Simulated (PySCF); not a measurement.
CH$_{4}$Al (SMILES [CH3][AlH+]), charge +1, singlet, at a GFN2-xTB geometry (such geometries of metal compounds can be far from the true shape). Base run: R2SCAN/6-31G** (PySCF).

Here is a job for PySCF.
```python
from pyscf import gto, scf, dft

mol = gto.M(
    atom='''
Al   -0.403728   -0.559691   -0.273048
C     0.653430    0.901153    0.443304
H     0.440377    1.046895    1.516060
H     0.411663    1.835111   -0.092178
H     1.731224    0.697434    0.323739
H    -1.255377   -1.710379   -0.857814
''',
    basis='6-31g**',
    charge=1,
    spin=0,
    verbose=4,
)

mf = dft.RKS(mol)
mf.xc = 'r2scan'
mf.kernel()
mf.analyze()
```

Variants of this job, named by their change:

```csv
change,ΔE vs base (mEh),fitting functions
base,0.000,-
auxbasis = cc-pvqz-jkfit,-0.012,458
auxbasis = cc-pvtz-jkfit,-0.022,320
auxbasis = def2-svp-ri,-23.418,166
auxbasis = even-tempered beta=3.0,[?],[?]
auxbasis = def2-universal-jkfit,-0.041,275
auxbasis = def2-tzvp-ri,[?],[?]
auxbasis = cc-pvtz-ri,[?],[?]
auxbasis = even-tempered beta=1.6,-0.001,607
auxbasis = default (with mf = mf.density_fit()),-0.034,274
```

Question: Fill in the missing entries.

Answer: 
- auxbasis = even-tempered beta=3.0, ΔE vs base (mEh): -0.781
- auxbasis = even-tempered beta=3.0, fitting functions: 278
- auxbasis = def2-tzvp-ri, ΔE vs base (mEh): -5.076
- auxbasis = def2-tzvp-ri, fitting functions: 249
- auxbasis = cc-pvtz-ri, ΔE vs base (mEh): -4.648
- auxbasis = cc-pvtz-ri, fitting functions: 323

A fitting set is made for a task (jfit for Coulomb, jkfit for Coulomb and exchange, ri for correlation) and for a family of orbital bases.
